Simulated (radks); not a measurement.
Results of a calculation; reference values are marked as such.
Problem. The boron ion B+, [He] 2s2. Code: a radial shooting solver on a logarithmic mesh with Libxc functionals. Model: non-relativistic Kohn-Sham, LDA (Slater exchange, Perdew-Wang correlation), spin-polarised, spherical densities, point nucleus. Every spin shell is full or empty, so the densities are truly spherical. Functionals are evaluated on that one density, not self-consistently. Rank these orbital-free kinetic functionals by their error against the exact value of the orbitals, and give that value: Thomas-Fermi, TF + vW, TF + vW/9, TF + vW/5, APBEK, revAPBEK, Perdew 92, Thakkar, LKT, PG1, DePristo-Kress.

Solution. Exact: 23.8770 hartree. From best to worst, with 100 (|E| - |E exact|)/|E exact| (equal figures are ties): Thakkar +0.02, APBEK -0.18, Perdew 92 -0.18, TF + vW/9 -0.20, revAPBEK +0.62, DePristo-Kress -1.63, TF + vW/5 +7.94, Thomas-Fermi -10.39, PG1 +45.33, LKT +52.67, TF + vW +81.28.
